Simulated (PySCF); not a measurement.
## Correlation energy of P (phosphorus, neutral)

[Ne] 3s2 3p3, high-spin 4S determinant. All numbers are calculated (PySCF 2.14, scalar relativity by spin-free X2C-1e, in cc-pVTZ-DK). Frozen: [Ne]; 5 electrons correlated.

MP2 pair energies summed by pair of shells (mhartree):

```
 pair  energy  share (%)
3s-3p  -54.01       64.9
3p-3p  -18.62       22.4
3s-3s  -10.62       12.8
```

Total MP2 correlation energy: -83.25 mhartree.

Same-spin part -22.75 and opposite-spin part -60.50 mhartree; SCS-MP2 scales them by 1/3 and 6/5 to -80.18 mhartree.

```json
{"level": "CCSD", "correlation energy (mhartree)": "-100.86"}
{"level": "(T)", "correlation energy (mhartree)": "-3.77"}
{"level": "CCSD(T)", "correlation energy (mhartree)": "-104.63"}
```

Diagnostics: T1 = 0.0046, D1 = 0.0076, largest double amplitude 0.062.

Cost of the coupled-cluster step: 0.25 s of wall time on 1 thread of Neoverse-V2 (shared host), for 5 correlated electrons.
